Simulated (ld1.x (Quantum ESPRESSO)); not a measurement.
cerium (Ce): one change to a TM semilocal potential, before and after

```json
{
 "Element": "cerium",
 "Generator": "ld1.x (Quantum ESPRESSO) 7.5",
 "Type": "norm-conserving Troullier–Martins (semilocal form)",
 "Functional": "LDA (PZ)",
 "Relativity": "scalar-relativistic",
 "Frozen core": "[Kr] 4d10 5s2",
 "Valence charge": "10",
 "Reference configuration": "4f1 5p6 5d1 6s1.5 6p0 (charge +0.5)",
 "Partial waves": "5p (bound): rc 2.80 bohr; 5d (bound): rc 2.40 bohr; 4f (bound): rc 1.65 bohr; 6s (bound): rc 3.20 bohr",
 "Local potential": "the s channel",
 "Core correction": "Bessel-smoothed model core inside 1.70 bohr"
}
```

Change: functional PBEsol.

Cutoffs: the cutoffs (Ry, on a coarse ladder) from which the occupation-weighted sum of valence levels, in a spherical-Bessel basis at the reference potential, stays within 10 and 1 mRy of its value at 400 Ry; they do not see the model core or the augmentation charge, which bear on the density cutoff. Errors are all-electron minus pseudo energies relative to the spin-unpolarised reference configuration.

**Question.** What does the change do?

**Answer.** The potential gets neither clearly harder nor softer (120 Ry and 140 Ry → 120 Ry and 140 Ry); the number of tests that count goes from 9 to 7; of the 7 tests that both files solve, the error grows in 2 and shrinks in 0 by more than 15 % and 0.3 meV (median size 10.3 → 18.1 meV); neither file shows a bound ghost at the reference potential, the only one tested. A semilocal file is local in each channel, so a ghost entry of none says nothing of the separable form that plane-wave codes build from it.

| quantity | base | changed |
| --- | --- | --- |
| cutoff, loose | 120 Ry | 120 Ry |
| cutoff, tight | 140 Ry | 140 Ry |
| bound ghosts | none | none |
| error for 4f1 5p6 5d1 6s2 6p0, meV [ΔE -2.53 → -2.46 eV] | +1.0 | +0.8 |
| error for 4f1 5p6 5d1 6s1 6p0, meV [ΔE 3.74 → 3.65 eV] | -0.3 | -0.5 |
| error for 4f1 5p6 5d1 6s0 6p0, meV [ΔE 15.09 → 14.68 eV] | -6.2 | -11 |
| error for 4f2 5p6 5d0 6s2 6p0, meV [ΔE -2.91 → -2.79 eV] | -10 | -18 |
| error for 4f2 5p6 5d0 6s1 6p0, meV [ΔE 2.91 → 2.86 eV] | -105 | -108 |
| error for 4f2 5p6 5d1 6s0 6p0, meV [ΔE 3.75 → 3.63 eV] | -217 | -218 |
| error for 4f0 5p6 5d1 6s2 6p0, meV [ΔE 10.18 → 10.03 eV] | +166 | +159 |
| s: phases at 3.52 bohr within 0.05 rad from the reference energy up to (Ry; the scan ends near 5) | 0.7 | 0.7 |
| p: phases at 3.52 bohr within 0.05 rad from the reference energy up to (Ry; the scan ends near 5) | -0.4 | -0.4 |
| d: phases at 3.52 bohr within 0.05 rad from the reference energy up to (Ry; the scan ends near 5) | 1.4 | 1.4 |
| f: phases at 3.52 bohr within 0.05 rad from the reference energy up to (Ry; the scan ends near 5) | 0.6 | 0.6 |

Base: These tests converged, but a pseudo level misses the all-electron one widely, so the file describes the atom poorly there or has found another state: 4f1 5p6 5d1 6s1 6p0: empty 6p by 3.9 eV; 4f1 5p6 5d1 6s0 6p0: empty 6p by 7.1 eV; 4f0 5p6 5d1 6s2 6p0: empty 6p by 4.4 eV. Changed file: These tests converged, but a pseudo level misses the all-electron one widely, so the file describes the atom poorly there or has found another state: 4f1 5p6 5d1 6s1 6p0: empty 6p by 3.8 eV; 4f1 5p6 5d1 6s0 6p0: empty 6p by 6.9 eV; 4f0 5p6 5d1 6s2 6p0: empty 6p by 4.3 eV.
